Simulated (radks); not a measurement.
Values are calculated unless marked as measured or tabulated.
Q: Radial electron density D(r) = 4 pi r^2 rho(r) of an atom or ion with 42 electrons. Code: a radial shooting solver on a logarithmic mesh with Libxc functionals. Model: Dirac Kohn-Sham, OLYP, spin-unpolarised, spherical densities, finite nucleus; Fermi nuclear charge, rms radius of each element as measured or else 0.836 A^(1/3) + 0.57 fm.

```
   r/bohr * D(r) (the largest magnitude, 71.2, reaches the edge; | marks zero)
 0.002279 |  *
 0.003039 |     *
 0.004054 |        *
 0.005407 |            *
 0.007154 |                   *
 0.009541 |                          *
  0.01273 |                                  *
  0.01697 |                                         *
  0.02246 |                                            *
  0.02995 |                                          *
  0.03995 |                                      *
  0.05328 |                                      *
   0.0705 |                                              *
  0.09403 |                                                      *
   0.1254 |                                                  *
   0.1673 |                                      *
   0.2213 |                                    *
   0.2952 |                                           *
   0.3937 |                                   *
   0.5251 |                 *
   0.6948 |          *
   0.9267 |           *
    1.236 |        *
    1.648 |   *
    2.181 |*
    2.909 *
     3.88 *
    5.175 *
```

What is the nuclear charge?

A: Z = 45. The innermost maximum, from 1s, lies near gamma/Z bohr with gamma = sqrt(1 - (Z/c)^2) = 0.945, here 0.021 bohr (found: 0.0230), and its height grows with Z. The density is that of the rhodium ion Rh3+ in [Kr] 4d6; the configuration itself is not fixed sharply by these data, and Z only to a few units. D(r) has 4 maxima, at r = 0.0230, 0.101, 0.307, 0.912 bohr, and minima at 0.0458, 0.199, 0.712 bohr, inside which lie 2.04, 11.14, 29.09 electrons.
